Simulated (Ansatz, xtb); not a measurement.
# Cl3GeH3OSi: which of two conformers lies lower

We compare a, `[Cl][GeH2][O][SiH](Cl)Cl`, a singlet, with b, `[Cl][GeH2][O][SiH](Cl)Cl`, a singlet. Both are isolated molecules in the gas phase, relaxed with PBE0-D4/def2-SVP.

a (Å):

```yaml
atoms:
  - { symbol: Cl, position_ang: [-0.2085, 1.2521, 1.1686] }
  - { symbol: Cl, position_ang: [1.6630, 2.4381, -2.3943] }
  - { symbol: Cl, position_ang: [-0.7073, 0.1152, -2.6916] }
  - { symbol: Ge, position_ang: [1.7135, 0.3671, 0.7880] }
  - { symbol: O, position_ang: [1.7321, -0.1876, -0.9009] }
  - { symbol: Si, position_ang: [1.2917, 0.4135, -2.3575] }
  - { symbol: H, position_ang: [2.7862, 1.4436, 0.9632] }
  - { symbol: H, position_ang: [1.8621, -0.8930, 1.6384] }
  - { symbol: H, position_ang: [2.0704, -0.2519, -3.4193] }
```

b (Å):

```yaml
atoms:
  - { symbol: Cl, position_ang: [0.3425, 0.9182, 3.3361] }
  - { symbol: Cl, position_ang: [1.9854, 0.2367, -2.3161] }
  - { symbol: Cl, position_ang: [2.9672, 1.9866, 0.3356] }
  - { symbol: Ge, position_ang: [0.4626, -0.4499, 1.6837] }
  - { symbol: O, position_ang: [0.3286, 0.5140, 0.1956] }
  - { symbol: Si, position_ang: [1.3249, 1.3953, -0.7546] }
  - { symbol: H, position_ang: [-0.7671, -1.3551, 1.7013] }
  - { symbol: H, position_ang: [1.8279, -1.1402, 1.7221] }
  - { symbol: H, position_ang: [0.6223, 2.5769, -1.2884] }
```

Which of the two would you expect CCSD(T)/def2-SVP + ΔMP2/def2-TZVPP electronic energies to favour?

CCSD(T)/def2-SVP + ΔMP2/def2-TZVPP gives E(b) − E(a) = +0.16 kcal/mol, slightly favouring structure a, which is too small a margin to settle the true order.

How the difference moves with the method:

| level | geometry | E(b) − E(a) (kcal/mol) | departure from the last row (kcal/mol) | job, with rough time for the two |
| --- | --- | --- | --- | --- |
| PBE0-D4/def2-SVP | PBE0-D4/def2-SVP | +0.29 | +0.13 | optimisation, 2.9 min |
| HF/def2-SVP | PBE0-D4/def2-SVP | −0.13 | −0.29 | part of the CCSD(T) run |
| MP2/def2-SVP | PBE0-D4/def2-SVP | +0.25 | +0.09 | part of the CCSD(T) run |
| CCSD(T)/def2-SVP | PBE0-D4/def2-SVP | +0.22 | +0.06 | single point |
| CCSD(T)/def2-SVP + ΔMP2/def2-TZVPP | PBE0-D4/def2-SVP | +0.16 |  | single point, 91 s |

The largest departure from CCSD(T)/def2-SVP + ΔMP2/def2-TZVPP is that of HF/def2-SVP, 0.29 kcal/mol. A small imaginary or near-zero mode remains, so no thermal terms are given. Levels run at GFN2-xTB geometries aren't shown. The last row adds to CCSD(T) the change of the MP2 difference between the two basis sets, here −0.06 kcal/mol.

The correlated steps freeze 30 core orbitals; the filled d shell of Ge is correlated, in a basis made for valence electrons. Codes used: Ansatz 0.2.0, xtb 6.7.1; the last row on 2 threads of Arm Neoverse V2 on a shared host.
